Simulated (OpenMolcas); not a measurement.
Computed transition rates of Cr2+

* Program: OpenMolcas
* Method: MS-RASPT2, IPEA 0.25 Eh, imaginary shift 0.1 Eh (closed shells correlated: 3s)
* Basis: ANO-RCC-VQZP [7s6p4d3f2g1h]
* Scalar Hamiltonian: DKH2, point nucleus
* Active space: 10 electrons in 8 orbitals (RAS1 3p, at most 2 holes; RAS2 3d)
* State averaging: 2S+1 = 5 even, 5 roots; 2S+1 = 3 even, 45 roots; 2S+1 = 1 even, 44 roots
* Spin-orbit coupling: state interaction with AMFI integrals over the reference wave functions, term energies averaged over their components

Rates come from the transition moments of the reference wave functions (E1 and E2 in the length form). At fixed line strength A goes as λ^-3 for E1 and M1 and as λ^-5 for E2, so a rate at the computed wavelength can be rescaled to the measured one. Measured vacuum wavelengths follow from level energies in Sugar and Corliss, J. Phys. Chem. Ref. Data 6, 317 (1977). Branching counts decays inside the model space alone, at computed energies, and the table is only a selection of the E2 and M1 lines, drawn from those between levels with measured partners whose computed energy lies within a factor of 1.5 of the measured one.

```tsv
Upper	Lower	Type	λ computed (nm)	λ measured (nm)	A computed (s-1)	A rescaled (s-1)	Branching %
3d⁴ ⁵D₁	3d⁴ ⁵D₀	M1	143100	160700	1.85e-05	1.31e-05	100.0
3d⁴ ⁵D₂	3d⁴ ⁵D₁	M1	73170	82690	1.45e-04	1.00e-04	100.0
3d⁴ ³H₅	3d⁴ ³H₄	M1	68300	81160	8.31e-05	4.95e-05	99.1
3d⁴ ³H₆	3d⁴ ³H₅	M1	60990	74780	9.88e-05	5.36e-05	97.6
3d⁴ ⁵D₃	3d⁴ ⁵D₂	M1	50430	57670	3.62e-04	2.42e-04	100.0
3d⁴ ⁵D₄	3d⁴ ⁵D₃	M1	39390	45550	4.43e-04	2.86e-04	100.0
3d⁴ ³G₄	3d⁴ ³H₄	M1	2504	2794	8.26e-03		48.7
3d⁴ ¹I₆	3d⁴ ³H₆	M1	1208	1179	2.56e-02		57.0
3d⁴ ¹I₆	3d⁴ ³H₅	M1	1185	1160	1.93e-02		43.0
3d⁴ ¹S₀	3d⁴ ³P₁(1)	M1	901.4	980	3.02e-01		100.0
3d⁴ ¹D₂	3d⁴ ³F₃(1)	M1	715.8	733.1	7.93e-02		38.1
3d⁴ ³H₄	3d⁴ ⁵D₄	M1	609.9	598.9	1.41e-04		83.9
3d⁴ ³P₀(1)	3d⁴ ⁵D₁	M1	602.4	598.5	2.41e-01		100.0
3d⁴ ³P₁(1)	3d⁴ ⁵D₂	M1	592.4	588.7	1.87e-01		88.3
3d⁴ ³P₂(1)	3d⁴ ⁵D₃	M1	574	571.6	1.29e-01		90.9
3d⁴ ³F₄(1)	3d⁴ ⁵D₄	M1	556.1	555.3	1.44e-01		82.4
3d⁴ ³F₃(1)	3d⁴ ⁵D₃	M1	551.1	550.8	8.25e-02		65.5
3d⁴ ³F₂(1)	3d⁴ ⁵D₂	M1	547.1	547.4	3.42e-02		56.7
3d⁴ ¹G₄(2)	3d⁴ ¹I₆	E2	404.7	421	1.93e+00	1.58e+00	78.3
3d⁴ ³D₃	3d⁴ ⁵D₄	M1	389.1	397.6	7.03e-02		56.9
3d⁴ ³F₄(2)	3d⁴ ³H₆	E2	375.4	388.3	1.44e+00	1.22e+00	43.9
3d⁴ ³F₃(2)	3d⁴ ³H₅	E2	372.4	385.7	1.38e+00	1.16e+00	41.3
3d⁴ ³F₂(2)	3d⁴ ³H₄	E2	370.4	384.2	1.56e+00	1.30e+00	45.2
3d⁴ ³P₁(2)	3d⁴ ³P₂(1)	E2	369.2	383.7	7.16e-01	5.91e-01	39.5
3d⁴ ³P₀(2)	3d⁴ ³P₂(1)	E2	365.7	380.4	9.23e-01	7.58e-01	52.2
```

Spin-changing lines and M1 lines between different terms are not rescaled, since their strength hangs on the term gaps too.

The largest correction is for 3d⁴ ³H₆ → 3d⁴ ³H₅ (M1): 9.88e-05 × (60990 / 74780)^3 = 5.36e-05 s-1, a factor of 0.54.

The computed order of these levels differs from the measured one in 2 places, and where term gaps are wrong the rates of spin-changing lines can be off by large factors.

These are rates of the free ion; in crystals, glasses and complexes forced electric-dipole and non-radiative decay shorten such lifetimes by orders of magnitude. No measured rate stands beside these. Rescaling mends the energy factor alone: line strengths can still be far off where a level mixes with configurations outside the active space, and weak or spin-changing lines hang on small mixing coefficients that depend on the term gaps too, so rescaling need not improve them.

CASPT2 does not keep the components of a term degenerate, so their means are used; among the terms shown or strongly mixed into the levels shown the widest spread is 1500 cm-1 (3d⁴ ¹I). Active for correlation alone: 3p; no level in the range computed is led by a configuration that opens it, so any true level of that kind is missing. The CASPT2 spread within a term exceeds the gap to the next term for 3d⁴ ³H and 3d⁴ ³P(1), 3d⁴ ¹I and 3d⁴ ³D, so the order of their levels is uncertain. Computed and measured levels are paired by configuration, term and J; levels that our copy of the source lacks, or whose pairing is in doubt (as where it misses far off the trend of its configuration), stay unpaired. Levels of configurations outside the active space are missing.

A number in round brackets counts repeated terms of one configuration in the order of the reference energies.
